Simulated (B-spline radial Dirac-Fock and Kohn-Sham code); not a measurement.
Energy-loss ionisation edge N4 (4d3/2) of Tl

System: the Tl atom, configuration [Xe] 4f14 5d10 6s2 6p1. Method: the first Born approximation with generalised oscillator strengths from a Dirac-Hartree-Slater potential (longitudinal and transverse terms; continuum final states only, so no white lines or fine structure). Computed with a radial finite-basis atomic code. The edge is taken at 405.7 eV (tabulated value).

Generalised oscillator strength df/dE of the whole subshell in 10⁻³ per eV, against momentum transfer:

```
q (1/a₀)  10 eV above  15 eV above  100 eV above  125 eV above
  0.0400        0.958        0.967          1.65          1.78
  0.0695        0.959        0.967          1.65          1.78
   0.121        0.962        0.970          1.65          1.78
   0.210        0.969        0.976          1.65          1.78
   0.365        0.989        0.997          1.65          1.79
   0.634         1.05         1.06          1.66          1.82
    1.10         1.21         1.22          1.70          1.90
    1.91         1.53         1.57          1.79          2.06
    3.33         1.59         1.75          1.93          2.16
    5.78        0.602        0.744          1.28          1.37
    10.0        0.103        0.119         0.194         0.210
    17.5      0.00732       0.0101        0.0238        0.0250
    30.3     0.000196     0.000222      0.000354      0.000373
```

As q goes to zero the values tend to the optical oscillator strength. At 125 eV above the edge the largest value on this grid is at q = 3.33 per a₀; a free electron at rest would take up the loss of 531 eV at q = 6.25 per a₀, where the Bethe ridge forms once the loss is well above the edge energy.
